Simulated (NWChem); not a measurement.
[NH2][Zn][O][SiH3] (ZnSiNH5O), optimised at PBE0/def2-SVP with NWChem:

| Item | Value |
|---|---|
| highest occupied level (eV) | -6.85 |
| orbital gap (eV) | 6.19 |
| dipole (D) | 2.51 |

All stand in one matching conformer (torsions within 35°), which need not be the lowest. For one or both, no frequency run checked for a minimum.

Question: One Zn atom is replaced by Be, giving [NH2][Be][O][SiH3] (BeSiNH$_{5}$O), optimised at the same level. How do these values move?

Answer: 
```json
[
 {"quantity": "highest occupied level (eV)", "new value": "-7.00", "change": "-0.15"},
 {"quantity": "orbital gap (eV)", "new value": "7.14", "change": "+0.95"},
 {"quantity": "dipole (D)", "new value": "1.46", "change": "-1.05"}
]
```
